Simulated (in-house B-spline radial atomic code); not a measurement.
Configurations of Pt, with energies counted from [Xe] 4f14 5d9 6s1. Computed with an all-electron radial atomic-structure program (B-spline basis): Dirac-Hartree-Fock, average of configuration, Fermi nucleus of rms radius 5.427 fm. Energies include first-order Breit, QED and recoil terms.

Occupations are held fixed; configurations that lie above the ionisation limit could autoionise.

```json
{"configuration": "[Xe] 4f14 5d9 6p1", "E - E(ref) (eV)": "4.0384", "highest orbital": "6p3/2", "its <r> (bohr)": "5.356"}
{"configuration": "[Xe] 4f14 5d9 10p1", "E - E(ref) (eV)": "7.08", "highest orbital": "10p3/2", "its <r> (bohr)": "54.73"}
{"configuration": "[Kr] 4d10 4f14 5s2 5p5 5d9 6s1 8f1", "E - E(ref) (eV)": "65.976", "highest orbital": "8f5/2", "its <r> (bohr)": "67.42"}
{"configuration": "[Xe] 4f13 5d10 6s1", "E - E(ref) (eV)": "68.389", "highest orbital": "6s1/2", "its <r> (bohr)": "3.109"}
```

Q: Order these further configurations by energy, lowest first.
A. [Kr] 4d10 4f14 5s2 5p5 5d9 6s1 7g1
B. [Xe] 4f14 5d9 6g1
C. [Xe] 4f14 5d8 6s1 6f1
D. [Xe] 4f14 5d9 9s1
E. [Xe] 4f14 5d9 7g1

A: D (6.7766 eV), B (7.0721 eV), E (7.1724 eV), C (8.6896 eV), A (65.976 eV).
